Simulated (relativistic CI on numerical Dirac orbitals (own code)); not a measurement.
## Hyperfine structure of Cd²¹⁺, mass number 111

Calculated at this level of theory: Dirac-Coulomb-Breit CI, orbitals from a KLI potential per configuration, model QED (radiative potential, 1s self-energy scaled to tabulated hydrogen-like ionisation energies), unscaled Slater integrals (own radial code, finite nucleus).

Configuration list (outside the closed core [Ne]): 3s²3p⁶3d⁹, 3s²3p⁵3d¹⁰, 3s3p⁶3d¹⁰, 3s²3p⁶3d⁸4s, 3s²3p⁶3d⁸4p, 3s²3p⁶3d⁸4d, 3s²3p⁶3d⁸4f, 3s²3p⁶3d⁷4s², 3s²3p⁵3d⁹4s, 3s²3p⁴3d¹⁰4s, 3s²3p⁶3d⁷4s4p, 3s²3p⁴3d¹⁰4p, 3s²3p⁵3d⁹4p, 3s²3p⁶3d⁸5s, 3s²3p⁶3d⁷4p², 3s²3p⁶3d⁸5p. Levels of other configurations are missing.

Nuclear spin I = 1/2, μ = -0.594 μN (tables of Stone and Pyykkö). The electronic factors are computed for point nuclear moments, without core polarisation or the Bohr-Weisskopf and QED corrections.

```json
{"Level": "3s²3p⁶3d⁹ ²D5/2", "E (eV)": "0.000", "A (GHz)": "-8.365"}
{"Level": "3s²3p⁶3d⁹ ²D3/2", "E (eV)": "7.151", "A (GHz)": "-20.37"}
{"Level": "3s²3p⁵3d¹⁰ ²P°3/2", "E (eV)": "210.254", "A (GHz)": "-42.07"}
{"Level": "3s²3p⁵3d¹⁰ ²P°1/2", "E (eV)": "246.268", "A (GHz)": "-263.3"}
{"Level": "3s3p⁶3d¹⁰ ²S1/2", "E (eV)": "364.593", "A (GHz)": "-876.3"}
{"Level": "3s²3p⁶3d⁸4s ⁴F9/2", "E (eV)": "401.723", "A (GHz)": "-36.27"}
{"Level": "3s²3p⁶3d⁸4s ²F7/2", "E (eV)": "403.311", "A (GHz)": "16.89"}
{"Level": "3s²3p⁶3d⁸4s ⁴F7/2", "E (eV)": "409.006", "A (GHz)": "-44.92"}
```

Levels with J = 0, under 50 % of one LS term, or S terms without an open s electron are left out. Small factors come from cancelling terms and can be off by tens of per cent or more.

At this charge energies of transitions that change n are usually good to better than 1 %, and those within a shell (Δn = 0) to a few per cent.

Task: Give the hyperfine levels of 3s²3p⁶3d⁹ ²D5/2 relative to its centre of gravity.

Result: With K = F(F + 1) − I(I + 1) − J(J + 1), E = AK/2: F = 2: 14.64, F = 3: -10.46 GHz.

LS names give the leading component of a level, which can be under half, so a name can repeat, a term be missing and a line seem to break the LS rules.
